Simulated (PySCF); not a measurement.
Correlation energy of Cd²⁺ (cadmium, charge +2)

[Kr] 4d10, closed-shell 1S. Calculation: PySCF 2.14, in def2-SVP with the def2 core potential (28 electrons); a scalar-relativistic core potential. Frozen: 4s2 4p6; 10 electrons correlated.

Total MP2 correlation energy: -211.37 mhartree.

Same-spin part -82.04 and opposite-spin part -129.33 mhartree; SCS-MP2 scales them by 1/3 and 6/5 to -182.55 mhartree.

```tsv
level	correlation energy (mhartree)
CCSD	-205.21
(T)	-1.86
CCSD(T)	-207.07
```

Diagnostics: T1 = 0.00047, D1 = 0.0007, largest double amplitude 0.019.

Cost of the coupled-cluster step: 0.15 s of wall time on 1 thread of Neoverse-V1 (shared host), for 10 correlated electrons.
